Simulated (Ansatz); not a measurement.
B(H2O)F3 (BOF3H2). Total charge 0; singlet. Geometry r2SCAN-D4/def2-SVP, basis def2-TZVP, Ansatz.

```csv
run,HOMO (eV),LUMO (eV)
A,-8.64,-1.14
B,-10.61,-0.74
C,-13.10,0.31
D,-9.26,-0.43
E,-8.73,-1.22
F,-9.41,-0.91
```

B3LYP takes the VWN-RPA correlation.

Question: The runs used B3LYP, B97M-V, BHLYP, PBE, r2SCAN, revPBE. Estimate which is which.

Answer: A revPBE (0 % exact exchange); B B3LYP (20 % exact exchange); C BHLYP (50 % exact exchange); D r2SCAN (0 % exact exchange); E PBE (0 % exact exchange); F B97M-V (0 % exact exchange). Exact exchange lowers occupied and raises empty levels; among semilocal functionals meta-GGAs tend to open the gap a little, and such runs are hard to tell apart. The gap grows from 7.50 eV (revPBE) to 13.41 eV (BHLYP).
